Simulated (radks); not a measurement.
The numbers below are computed, except where a source is named.
Yb+, 69 electrons, occupied as [Xe] 4f13 6s1 6p1 (not the ground configuration). Level of theory: scalar-relativistic Kohn-Sham, LDA (Slater exchange, Perdew-Wang correlation), spin-polarised, spherical densities, point nucleus; open shells are filled with parallel spins first (spin-orbit coupling, left out, can overturn this in heavy ions) (a radial shooting solver on a logarithmic mesh with Libxc functionals).

Radial electron density D(r) = 4 pi r^2 rho(r):

| r (bohr) | D(r) (e/bohr) | spin D(r) |
|---|---|---|
| 0.001343 | 9.540 | 0.000533 |
| 0.001576 | 12.15 | 0.000677 |
| 0.001835 | 15.21 | 0.000843 |
| 0.002154 | 19.15 | 0.00105 |
| 0.002527 | 23.92 | 0.00131 |
| 0.002942 | 29.29 | 0.00158 |
| 0.003453 | 35.88 | 0.00191 |
| 0.00402 | 43.02 | 0.00226 |
| 0.004717 | 51.34 | 0.00264 |
| 0.005491 | 59.80 | 0.00300 |
| 0.006444 | 68.91 | 0.00333 |
| 0.007562 | 77.65 | 0.00358 |
| 0.008804 | 84.96 | 0.00368 |
| 0.01033 | 90.85 | 0.00361 |
| 0.01203 | 94.09 | 0.00335 |
| 0.01411 | 94.66 | 0.00290 |
| 0.01643 | 92.67 | 0.00241 |
| 0.01928 | 88.88 | 0.00203 |
| 0.02263 | 85.19 | 0.00213 |
| 0.02634 | 83.98 | 0.00298 |
| 0.03091 | 87.20 | 0.00487 |
| 0.03599 | 95.27 | 0.00746 |
| 0.04223 | 107.6 | 0.0103 |
| 0.04916 | 119.3 | 0.0118 |
| 0.0577 | 126.5 | 0.0109 |
| 0.06771 | 124.6 | 0.00753 |
| 0.07882 | 115.1 | 0.00440 |
| 0.0925 | 102.8 | 0.00721 |
| 0.1077 | 96.72 | 0.0230 |
| 0.1264 | 100.6 | 0.0601 |
| 0.1471 | 109.9 | 0.118 |
| 0.1726 | 114.3 | 0.208 |
| 0.2026 | 103.8 | 0.340 |
| 0.2358 | 82.56 | 0.524 |
| 0.2768 | 61.71 | 0.790 |
| 0.3222 | 54.53 | 1.08 |
| 0.3781 | 59.46 | 1.34 |
| 0.4402 | 65.02 | 1.46 |
| 0.5166 | 61.65 | 1.43 |
| 0.6062 | 48.96 | 1.28 |
| 0.7057 | 34.99 | 1.11 |
| 0.8281 | 24.07 | 0.930 |
| 0.9641 | 18.03 | 0.727 |
| 1.131 | 14.03 | 0.474 |
| 1.317 | 10.62 | 0.247 |
| 1.546 | 7.055 | 0.116 |
| 1.814 | 4.078 | 0.157 |
| 2.112 | 2.234 | 0.328 |
| 2.478 | 1.272 | 0.544 |
| 2.885 | 0.9178 | 0.681 |
| 3.385 | 0.7437 | 0.686 |
| 3.941 | 0.5765 | 0.564 |
| 4.625 | 0.3728 | 0.371 |
| 5.427 | 0.1934 | 0.193 |
| 6.318 | 0.08211 | 0.0821 |
| 7.414 | 0.02534 | 0.0253 |
| 8.632 | 0.006198 | 0.00620 |
| 10.13 | 0.0009949 | 0.000995 |
| 11.79 | 0.0001203 | 0.000120 |

D(r) has 4 maxima, at r = 0.0135, 0.0605, 0.169, 0.454 bohr, and minima at 0.0257, 0.110, 0.322 bohr, inside which lie 1.91, 11.13, 29.68 electrons.
